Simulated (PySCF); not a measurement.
A geometry optimisation, step by step.

Compound: C3H6B2F2.
Bonds: C1–C2 (double), C2–B3, B3–B4, B4–F5, C2–C6, C6–F7. Hydrogens: H8, H9 on C1; H10 on B3; H11 on B4; H12, H13 on C6.

Method: PBE0-D3(BJ)/def2-SVP geometry optimisation, gas phase (PySCF 2.14.0); density fitting, grid level 1; the optimiser is geomeTRIC in internal coordinates, started from a GFN2-xTB structure with every atom displaced at random (about 0.01 Å). The frame can shift and turn from step to step; on so coarse a grid that alone can change the energy by a few meV, and forces under 0.02 eV/Å are noise.

Step 0: E = -9976.2925 eV, largest atomic force 2.819 eV/Å
```
atom  x, y, z in Å  |  force x, y, z in eV/Å
C1     -1.083    1.531    0.801   -1.041   2.549   0.606
C2     -0.446    0.416    0.561    0.769  -2.244  -0.481
B3      1.077    0.300    0.781    0.217  -0.037  -0.135
B4      2.052   -0.814   -0.022   -0.825   0.072   0.159
F5      2.667   -0.588   -1.155    0.523   0.325  -0.712
C6     -1.208   -0.742   -0.016    0.660  -0.424  -0.168
F7     -0.441   -1.461   -0.919    0.110   0.170   0.112
H8     -2.129    1.692    0.536   -0.249  -0.090  -0.158
H9     -0.617    2.413    1.259    0.151  -0.205   0.048
H10     1.548    1.023    1.604    0.208   0.394   0.307
H11     2.188   -1.913    0.412    0.175  -0.663   0.436
H12    -2.106   -0.431   -0.533   -0.613   0.288  -0.301
H13    -1.497   -1.444    0.774   -0.084  -0.135   0.286
```

Step 1: E = -9976.4364 eV, largest atomic force 0.379 eV/Å
```
atom  x, y, z in Å  |  force x, y, z in eV/Å
C1     -1.113    1.565    0.833    0.059  -0.367  -0.072
C2     -0.459    0.412    0.570   -0.092   0.344   0.106
B3      1.070    0.322    0.824   -0.035  -0.120   0.024
B4      1.957   -0.893    0.045    0.056   0.041  -0.054
F5      2.605   -0.670   -1.096    0.019  -0.053   0.056
C6     -1.150   -0.734   -0.107   -0.149   0.106   0.055
F7     -0.285   -1.353   -0.986    0.037  -0.078  -0.028
H8     -2.148    1.733    0.511   -0.026   0.043   0.002
H9     -0.626    2.375    1.379    0.040   0.069   0.019
H10     1.562    1.118    1.592    0.004   0.061  -0.015
H11     2.102   -2.003    0.537   -0.023   0.020  -0.025
H12    -2.050   -0.412   -0.665    0.095  -0.049  -0.002
H13    -1.462   -1.481    0.645    0.016  -0.016  -0.066
```

Step 2: E = -9976.4400 eV, largest atomic force 0.110 eV/Å
```
atom  x, y, z in Å  |  force x, y, z in eV/Å
C1     -1.127    1.562    0.832    0.091  -0.003   0.061
C2     -0.466    0.417    0.570   -0.086  -0.002  -0.040
B3      1.064    0.320    0.823    0.043   0.056  -0.044
B4      1.971   -0.886    0.051   -0.015  -0.073  -0.036
F5      2.651   -0.691   -1.076   -0.040   0.067   0.067
C6     -1.152   -0.732   -0.112   -0.046  -0.011   0.040
F7     -0.276   -1.363   -0.972    0.048  -0.025  -0.047
H8     -2.164    1.743    0.518    0.011  -0.044  -0.022
H9     -0.633    2.375    1.371   -0.010   0.016   0.004
H10     1.550    1.127    1.586    0.011   0.017   0.000
H11     2.098   -1.995    0.546   -0.022  -0.006   0.046
H12    -2.039   -0.416   -0.687    0.029   0.002  -0.024
H13    -1.475   -1.480    0.634   -0.014   0.007  -0.004
```

Step 3: E = -9976.4426 eV, largest atomic force 0.147 eV/Å
```
atom  x, y, z in Å  |  force x, y, z in eV/Å
C1     -1.131    1.560    0.830   -0.037   0.133   0.050
C2     -0.466    0.421    0.568    0.032  -0.123  -0.055
B3      1.063    0.332    0.828    0.046   0.022  -0.004
B4      1.956   -0.891    0.068   -0.015  -0.027   0.016
F5      2.644   -0.696   -1.052    0.006   0.019   0.004
C6     -1.139   -0.732   -0.121    0.011  -0.025   0.038
F7     -0.245   -1.367   -0.965    0.045   0.011  -0.022
H8     -2.168    1.727    0.509    0.004  -0.001   0.003
H9     -0.646    2.380    1.369   -0.032  -0.041  -0.021
H10     1.553    1.150    1.579   -0.017  -0.002  -0.018
H11     2.066   -1.998    0.570   -0.004  -0.012   0.021
H12    -2.012   -0.422   -0.717   -0.018   0.028  -0.036
H13    -1.473   -1.482    0.617   -0.021   0.018   0.023
```

Step 4: E = -9976.4432 eV, largest atomic force 0.152 eV/Å
```
atom  x, y, z in Å  |  force x, y, z in eV/Å
C1     -1.148    1.556    0.823   -0.066   0.126   0.055
C2     -0.467    0.427    0.559    0.056  -0.097  -0.057
B3      1.062    0.347    0.827    0.015   0.005   0.045
B4      1.946   -0.904    0.103   -0.029   0.029   0.057
F5      2.650   -0.725   -1.009    0.046  -0.026  -0.045
C6     -1.120   -0.730   -0.141    0.047  -0.009  -0.018
F7     -0.199   -1.363   -0.960   -0.017   0.000   0.020
H8     -2.186    1.712    0.502    0.000  -0.008   0.003
H9     -0.677    2.379    1.369   -0.006  -0.022  -0.020
H10     1.550    1.185    1.555   -0.021  -0.003  -0.012
H11     2.039   -2.002    0.629    0.009  -0.009  -0.009
H12    -1.975   -0.424   -0.765   -0.024   0.011  -0.025
H13    -1.473   -1.478    0.591   -0.009   0.004   0.006
```

Step 5: E = -9976.4438 eV, largest atomic force 0.074 eV/Å
```
atom  x, y, z in Å  |  force x, y, z in eV/Å
C1     -1.155    1.555    0.817   -0.074  -0.005   0.004
C2     -0.470    0.428    0.548    0.070  -0.010  -0.019
B3      1.058    0.354    0.828   -0.003  -0.011   0.000
B4      1.951   -0.903    0.128   -0.007   0.013   0.048
F5      2.673   -0.743   -0.977    0.022  -0.009  -0.036
C6     -1.116   -0.731   -0.156    0.048  -0.002  -0.034
F7     -0.184   -1.370   -0.959   -0.035   0.018   0.044
H8     -2.195    1.701    0.498   -0.006   0.019   0.003
H9     -0.689    2.379    1.365    0.008  -0.009  -0.005
H10     1.536    1.205    1.547   -0.012  -0.002   0.003
H11     2.035   -1.996    0.668    0.002  -0.005  -0.004
H12    -1.960   -0.424   -0.796   -0.005   0.002  -0.004
H13    -1.482   -1.474    0.574   -0.008   0.002  -0.001
```

Step 6: E = -9976.4443 eV, largest atomic force 0.048 eV/Å
```
atom  x, y, z in Å  |  force x, y, z in eV/Å
C1     -1.169    1.550    0.806    0.004  -0.045   0.003
C2     -0.471    0.431    0.536   -0.002   0.046  -0.014
B3      1.055    0.363    0.831   -0.016   0.000  -0.008
B4      1.957   -0.902    0.155   -0.003  -0.008   0.010
F5      2.692   -0.757   -0.944    0.007  -0.003  -0.008
C6     -1.106   -0.731   -0.173    0.021  -0.018  -0.025
F7     -0.161   -1.381   -0.950   -0.022   0.015   0.023
H8     -2.210    1.693    0.488    0.000  -0.008  -0.007
H9     -0.709    2.374    1.357    0.008   0.012   0.009
H10     1.521    1.223    1.547   -0.003   0.001   0.011
H11     2.030   -1.990    0.706    0.009   0.009  -0.001
H12    -1.936   -0.427   -0.832    0.011  -0.004   0.006
H13    -1.490   -1.467    0.556   -0.013   0.003  -0.001
```

Step 7: E = -9976.4447 eV, largest atomic force 0.048 eV/Å
```
atom  x, y, z in Å  |  force x, y, z in eV/Å
C1     -1.183    1.544    0.797    0.025  -0.041  -0.002
C2     -0.473    0.432    0.523   -0.014   0.033   0.003
B3      1.050    0.369    0.832   -0.014   0.013  -0.011
B4      1.969   -0.898    0.181    0.006   0.001  -0.007
F5      2.718   -0.762   -0.910   -0.018   0.000   0.012
C6     -1.101   -0.732   -0.190    0.009  -0.019  -0.014
F7     -0.145   -1.393   -0.942   -0.005  -0.002   0.002
H8     -2.224    1.677    0.476   -0.001   0.003   0.003
H9     -0.731    2.370    1.353   -0.003   0.006   0.002
H10     1.501    1.238    1.547    0.010  -0.003   0.014
H11     2.042   -1.978    0.746    0.005   0.009   0.000
H12    -1.916   -0.428   -0.867    0.007  -0.002   0.001
H13    -1.505   -1.459    0.537   -0.007   0.003  -0.002
```

Step 8: E = -9976.4448 eV, largest atomic force 0.027 eV/Å
```
atom  x, y, z in Å  |  force x, y, z in eV/Å
C1     -1.197    1.535    0.788    0.018  -0.005   0.003
C2     -0.475    0.432    0.512   -0.018   0.008   0.010
B3      1.045    0.381    0.838    0.004   0.006  -0.024
B4      1.972   -0.888    0.205    0.014  -0.008  -0.022
F5      2.727   -0.765   -0.886   -0.014   0.014   0.014
C6     -1.088   -0.736   -0.206   -0.012  -0.003   0.008
F7     -0.118   -1.407   -0.929    0.008  -0.003   0.000
H8     -2.239    1.661    0.466   -0.002  -0.003  -0.002
H9     -0.754    2.363    1.350   -0.009   0.000   0.001
H10     1.484    1.256    1.553    0.002  -0.010   0.008
H11     2.046   -1.962    0.782    0.003   0.002   0.011
H12    -1.885   -0.434   -0.906    0.004   0.001  -0.005
H13    -1.515   -1.454    0.516    0.001   0.001  -0.003
```

Step 9: E = -9976.4451 eV, largest atomic force 0.021 eV/Å
```
atom  x, y, z in Å  |  force x, y, z in eV/Å
C1     -1.203    1.531    0.786    0.006   0.005   0.000
C2     -0.478    0.430    0.510   -0.006  -0.008   0.006
B3      1.041    0.383    0.840   -0.001   0.005  -0.011
B4      1.979   -0.881    0.211    0.006   0.004  -0.012
F5      2.732   -0.751   -0.879   -0.011   0.003   0.009
C6     -1.087   -0.740   -0.211   -0.013   0.004   0.015
F7     -0.110   -1.417   -0.920    0.012  -0.004  -0.006
H8     -2.245    1.654    0.461   -0.001  -0.003  -0.003
H9     -0.765    2.360    1.348   -0.006  -0.002   0.003
H10     1.474    1.257    1.559    0.003  -0.007   0.004
H11     2.062   -1.953    0.790    0.004   0.002   0.003
H12    -1.875   -0.438   -0.921    0.006   0.000  -0.006
H13    -1.523   -1.454    0.509    0.001   0.000  -0.002
```

Question: Summarise the path.

Answer: The energy falls by 0.1526 eV from step 0 to step 9; nine tenths of that is first reached at step 1. It falls at every step. The largest force goes from 2.819 to 0.021 eV/Å. Among the bonds C1=C2 changes most, from 1.307 to 1.347 Å; the atoms move by 0.171 Å rms after alignment.

Question: Follow the three bonds and two angles with the largest change from start to end.

Answer: 
| step | E above end (eV) | largest force (eV/Å) | C1=C2 (Å) | B4–H11 (Å) | B4–F5 (Å) | C2–B3–B4 (°) | B4–B3–H10 (°) |
| --- | --- | --- | --- | --- | --- | --- | --- |
| 0 | 0.1526 | 2.819 | 1.307 | 1.190 | 1.309 | 123.6 | 120.1 |
| 1 | 0.0088 | 0.379 | 1.352 | 1.222 | 1.331 | 118.8 | 123.4 |
| 2 | 0.0051 | 0.110 | 1.348 | 1.221 | 1.330 | 119.8 | 123.0 |
| 3 | 0.0025 | 0.147 | 1.345 | 1.221 | 1.329 | 119.0 | 123.5 |
| 4 | 0.0019 | 0.152 | 1.344 | 1.221 | 1.329 | 118.6 | 123.8 |
| 5 | 0.0014 | 0.074 | 1.346 | 1.222 | 1.329 | 118.6 | 124.0 |
| 6 | 0.0009 | 0.048 | 1.347 | 1.222 | 1.330 | 118.6 | 124.1 |
| 7 | 0.0004 | 0.048 | 1.347 | 1.222 | 1.331 | 119.0 | 124.1 |
| 8 | 0.0003 | 0.027 | 1.347 | 1.222 | 1.331 | 118.8 | 124.2 |
| 9 | 0.0000 | 0.021 | 1.347 | 1.222 | 1.331 | 119.0 | 124.1 |

The cost below is that of the whole optimisation. Time: 57 s; peak memory 0.50 GiB. Hardware: one thread of an Arm Neoverse V2, shared host with 96 logical CPUs at a one-minute load of 52.
